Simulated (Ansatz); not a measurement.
Reaction (formal exchange of groups at the Si–Cl bond): `F[Si](Cl)(Cl)O[SiH3]` + BH₃ → `B[Si](F)(Cl)O[SiH3]` + HCl

Isolated molecules relaxed with PBE0-D4/def2-TZVP in Ansatz; ΔE leaves out vibrations. CBS: MP2 limit from def2 TZ/QZ plus the TZ coupled-cluster correction, frozen cores. This one scheme is used for every species. Functionals use def2-TZVPP. Each species was taken in one conformer, which may not be the lowest.

Problem. Is it downhill or uphill in electronic energy at CCSD(T)/CBS, and by how much? (An estimate is asked.)

Solution. Ansatz gave: Uphill: ΔE = +113.7 kJ/mol.

Problem. What do these levels give: PBE-D4, PBE0-D4, PBE, r2SCAN, HF/def2-TZVPP, MP2/def2-TZVPP, HF/def2-QZVPP, MP2/def2-QZVPP, SCS-MP2/def2-QZVPP, HF/CBS(def2), MP2/CBS(def2), CCSD/CBS(def2)? (Best estimate.)

Solution. Ansatz gave: PBE-D4 99.5, PBE0-D4 107.1, PBE 97.8, r2SCAN 113.5, HF/def2-TZVPP 124.5, MP2/def2-TZVPP 122.0, HF/def2-QZVPP 125.5, MP2/def2-QZVPP 124.0, SCS-MP2/def2-QZVPP 121.5, HF/CBS(def2) 125.6, MP2/CBS(def2) 124.9, CCSD/CBS(def2) 114.1 kJ/mol.

Largest T1 diagnostic among the species: 0.011.

The D4 term adds +3.1 kJ/mol with B3LYP and +1.5 kJ/mol with PBE0; it sums over pairs of atoms, weighted by their polarisabilities, and B3LYP, whose exchange is more repulsive, gets the larger term. From PBE to PBE0 (25 % exact exchange), in def2-TZVPP and without D4, ΔE moves by +7.9 kJ/mol.

B3LYP here is the variant with VWN-RPA as its local correlation; programs differ in this.
